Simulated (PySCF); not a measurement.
# How the method changes the shape and vibrations of BH2O anion

All numbers below are calculated, not measured. They come from PySCF 2.14.0, an open-source quantum chemistry program, on an isolated molecule that a program drew, which may never have been made. The molecule is BH2O anion (charge -1, singlet), drawn as the SMILES string `B[O-]`.

The geometry was optimised and harmonic frequencies were computed with HF and MP2, all in the aug-cc-pVDZ basis, for the commonest isotopes, with a restricted reference for singlets and an unrestricted one otherwise, and a frozen core in MP2. Each result is a local minimum of its method.

Geometry at the HF minimum:
```xyz
4
BH2O anion, angstrom
B    -2.6679    1.2890   -1.8542
O    -2.0188    1.3765   -0.7610
H    -2.5533    0.3354   -2.6781
H    -3.5096    2.1448   -2.2551
```

Lengths of the bonds as drawn, in Å (atoms numbered as above):
```
 bond     HF    MP2
B1-O2  1.274  1.313
B1-H3  1.265  1.264
B1-H4  1.266  1.264
```

Rotational constants, in GHz:
```
constant     HF    MP2
       A  229.6    227
       B  34.53  32.89
       C  30.02  28.73
```

Harmonic frequencies in cm^-1, each column in rising order, so a row needn't be the same motion in every method:
| rank | HF | MP2 |
|---|---|---|
| 1 | 1024 | 955 |
| 2 | 1081 | 990 |
| 3 | 1262 | ? |
| 4 | 1606 | 1437 |
| 5 | 2074 | 2113 |
| 6 | 2235 | 2219 |

**Estimate the missing MP2 frequency from the HF column.**

A single factor s that minimises the squared misfit of MP2 against s times HF over the other rows is sum(HF x MP2) / sum(HF^2) = 0.9719, with an rms misfit of 80 cm^-1. For rank 3 it gives 0.9719 x 1262 = 1227 cm^-1. The calculation gives 1195 cm^-1, 32 cm^-1 below the estimate. The drawn bonds are on average 0.9 % longer in MP2 than in HF.
